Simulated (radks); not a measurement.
Se VIII, 27 electrons, occupied as [Ar] 3d9 (the NIST ground configuration). Calculated with a radial shooting solver on a logarithmic mesh with Libxc functionals: Dirac Kohn-Sham, BLYP, spin-unpolarised, spherical densities, point nucleus; open shells are shared between the two j in proportion to 2j + 1.

Radial electron density D(r) = 4 pi r^2 rho(r):

```
   r/bohr * D(r) (the largest magnitude, 49.4, reaches the edge; | marks zero)
 0.003731 |    *
 0.004173 |     *
 0.004668 |      *
 0.005263 |       *
 0.005886 |         *
 0.006637 |           *
 0.007423 |             *
  0.00837 |                *
 0.009362 |                  *
  0.01056 |                     *
  0.01181 |                         *
  0.01321 |                            *
  0.01489 |                                *
  0.01665 |                                   *
  0.01878 |                                      *
    0.021 |                                         *
  0.02368 |                                            *
  0.02649 |                                             *
  0.02986 |                                              *
   0.0334 |                                              *
  0.03736 |                                             *
  0.04212 |                                           *
  0.04712 |                                         *
  0.05312 |                                       *
  0.05942 |                                      *
    0.067 |                                     *
  0.07494 |                                      *
  0.08449 |                                         *
   0.0945 |                                             *
   0.1057 |                                                 *
   0.1192 |                                                    *
   0.1333 |                                                      *
   0.1503 |                                                     *
   0.1681 |                                                  *
   0.1895 |                                             *
    0.212 |                                       *
    0.239 |                                 *
   0.2674 |                             *
   0.2991 |                            *
   0.3372 |                             *
   0.3771 |                               *
   0.4252 |                                  *
   0.4756 |                                   *
   0.5363 |                                 *
   0.5998 |                             *
   0.6763 |                       *
   0.7564 |                 *
   0.8461 |            *
    0.954 |       *
    1.067 |    *
    1.203 | *
    1.346 |*
    1.517 *
    1.697 *
    1.913 *
     2.14 *
```

D(r) has 3 maxima, at r = 0.0308, 0.139, 0.468 bohr, and minima at 0.0649, 0.299 bohr, inside which lie 2.10, 11.02 electrons.
